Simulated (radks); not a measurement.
Task: Ar, 18 electrons, occupied as [Ar] (the NIST ground configuration). Calculated with a radial shooting solver on a logarithmic mesh with Libxc functionals: non-relativistic Kohn-Sham, LDA (Slater exchange, Perdew-Wang correlation), spin-unpolarised, spherical densities, point nucleus. Some entries of the table are withheld. Estimate them.

orbital,occ.,eigenvalue (eV),<r^2> (bohr^2),<1/r> (bohr^-1)
1s,2,-3096.659,0.01003,(1)
2s,2,-293.7200,(2),(3)
2p,6,-229.7534,0.1778,3.439
3s,2,-24.0344,(4),(5)
3p,6,(6),3.355,0.8303

Result: 
(1) 1s <1/r> (bohr^-1): 17.50
(2) 2s <r^2> (bohr^2): 0.2073
(3) 2s <1/r> (bohr^-1): 3.512
(4) 3s <r^2> (bohr^2): 2.333
(5) 3s <1/r> (bohr^-1): 0.9862
(6) 3p eigenvalue (eV): -10.4008
